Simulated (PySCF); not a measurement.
Parent: `[S:1]=[PH2:2][c:3]1[cH:4][cH:5][s:6][cH:7]1` with S1–P2–C3–C4 54°, C4H5PS2.

The geometries are computed with GFN2-xTB (gas phase). One conformer each, not checked by frequencies here.

| coordinate of the parent | value |
| --- | --- |
| S1=P2 | 1.924 Å |
| P2–C3 | 1.800 Å |
| C3–C4 | 1.421 Å |
| C4–C5 | 1.354 Å |
| C5–S6 | 1.721 Å |
| S6–C7 | 1.712 Å |
| C3–C7 | 1.365 Å |
| S1–P2–C3 | 116.4° |
| P2–C3–C4 | 122.1° |
| P2–C3–C7 | 125.2° |
| C4–C3–C7 | 112.5° |
| C3–C4–C5 | 112.1° |
| C4–C5–S6 | 112.2° |
| C5–S6–C7 | 91.3° |
| C3–C7–S6 | 111.8° |

**Question.** How does the shared frame change in `[CH3:1][O:2][CH2:3][P@@H:4](=[S:5])[c:6]1[cH:7][cH:8][s:9][cH:10]1` with C1–O2–C3–P4 179°, O2–C3–P4–S5 169°, C3–P4–C6–C7 58°, C6H9OPS2? Atoms pair as S1 = S5, P2 = P4, C3 = C6, C4 = C7, C5 = C8, S6 = S9, C7 = C10 (parent first).

**Answer.** 
| parent | relative | value in the relative | change |
| --- | --- | --- | --- |
| S1=P2 | S5=P4 | 1.929 Å | +0.005 |
| P2–C3 | P4–C6 | 1.801 Å | +0.001 |
| C3–C4 | C6–C7 | 1.421 Å | 0.000 |
| C4–C5 | C7–C8 | 1.353 Å | -0.001 |
| C5–S6 | C8–S9 | 1.724 Å | +0.003 |
| S6–C7 | S9–C10 | 1.709 Å | -0.003 |
| C3–C7 | C6–C10 | 1.365 Å | 0.000 |
| S1–P2–C3 | S5–P4–C6 | 116.8° | +0.4 |
| P2–C3–C4 | P4–C6–C7 | 125.6° | +3.5 |
| P2–C3–C7 | P4–C6–C10 | 121.7° | -3.5 |
| C4–C3–C7 | C7–C6–C10 | 112.7° | +0.2 |
| C3–C4–C5 | C6–C7–C8 | 111.9° | -0.2 |
| C4–C5–S6 | C7–C8–S9 | 112.3° | +0.1 |
| C5–S6–C7 | C8–S9–C10 | 91.2° | -0.1 |
| C3–C7–S6 | C6–C10–S9 | 111.8° | 0.0 |

Of the parent's bonds, S1–P2 changes most (+0.005 Å). Bonds of the relative outside the shared frame: C1–O2 1.408, O2–C3 1.400, C3–P4 1.848 Å. Point group C1 → C1.
